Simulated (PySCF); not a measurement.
# Worked example: dipole moment from atomic charges

HNSi, SMILES N#[SiH]. Atoms are numbered in the order given.

```xyz
3

H      0.0000     0.0000    -1.9120
Si     0.0000     0.0000    -0.4289
N      0.0000     0.0000     1.1310
```

Geometry optimised at B3LYP-D3(BJ)/def2-TZVPD.

Charges (e) from ωB97X/def2-TZVPD (PySCF):

```csv
atom,ESP fit,IAO
H1,0.095,-0.047
Si2,0.497,0.649
N3,-0.592,-0.602
```

The dipole moment of the full density is 5.19 D.

Q: What dipole moment does each set of point charges give, and which comes closer to that of the density?

A: 
μ = Σ q r, and 1 e Å = 4.8032 D.
ESP fit: Σ q r = (0.000, 0.000, -1.064) e Å, |μ| = 5.11 D.
IAO: Σ q r = (0.000, 0.000, -0.869) e Å, |μ| = 4.18 D.
ESP fit comes closer in size. Point charges leave out the atoms' own dipoles (lone pairs, polarised bonds); fits to the potential absorb them, partitions of the density don't.
